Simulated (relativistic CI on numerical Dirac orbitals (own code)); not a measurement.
# Sensitivity of the levels of Gd I to α and to the nuclear radius

Calculated at this level of theory: Dirac-Coulomb-Breit CI, separate exchange-only KLI orbitals for each configuration, valence Slater integrals scaled by 0.85, P86 correlation energy added to each configuration, derivatives by finite differences, QED left out (own radial code, finite nucleus).

CI space (outside the closed core [Xe] 6s2): 4f⁷5d, 4f⁸. The list is cut by size and lacks configurations that can hold low levels.

With x = (α/α₀)² − 1 an excitation energy changes as ω = ω₀ + qx; K = 2q/ω₀ is the relative enhancement. Terms are leading LS components, so labels can repeat. The field-shift factor is F = δν/δ⟨r²⟩ for the transition from the lowest level.

Lowest level 4f⁷5d ⁹D°2.

```csv
Level,ω₀ (cm⁻¹),q (cm⁻¹),K,F (GHz/fm²)
4f⁷5d ⁹D°3,199.3,105.8,1.06,0.0398
4f⁷5d ⁹D°4,490.6,281.9,1.15,0.1
4f⁷5d ⁹D°5,907.5,582.6,1.28,0.193
4f⁷5d ⁹D°6,1514.0,1124,1.48,0.343
4f⁷5d ⁷D°5,8946.2,707,0.158,0.67
4f⁷5d ⁷D°4,9027.6,578.1,0.128,0.748
4f⁷5d ⁷D°3,9149.2,627.6,0.137,0.805
4f⁷5d ⁷D°2,9256.1,695.1,0.15,0.846
4f⁷5d ⁷D°1,9337.8,768.1,0.165,0.873
4f⁸ ⁷F6,27513.1,27010,1.96,-11.9
4f⁸ ⁷F5,29169.9,28720,1.97,-11.8
4f⁸ ⁷F4,30184.3,29300,1.94,-11.8
4f⁸ ⁷F3,30970.2,29930,1.93,-11.8
4f⁸ ⁷F2,31521.8,30330,1.92,-11.7
4f⁷5d ⁷F°3,31675.1,-4305,-0.272,0.814
4f⁷5d ⁷P°4,31685.8,-4404,-0.278,0.865
4f⁷5d ⁷F°2,31774.0,-3714,-0.234,0.806
4f⁷5d ⁷F°1,31855.8,-3224,-0.202,0.804
4f⁸ ⁷F1,31885.1,30620,1.92,-11.7
4f⁷5d ⁷F°0,31903.4,-2980,-0.187,0.804
4f⁸ ⁷F0,32062.7,30760,1.92,-11.7
4f⁷5d ⁷P°3,32419.0,-3279,-0.202,0.904
4f⁷5d ⁷F°4,32478.3,-3091,-0.19,0.958
```

Correlation outside the listed configurations is missing or only estimated: errors of thousands of cm⁻¹ between configurations and terms are usual at this charge. Rates and lifetimes follow the computed energies and can be off by large factors. The fine structure of a lone outer electron comes out too small, for d and f at times inverted, and misplaced configurations move strength between like terms.
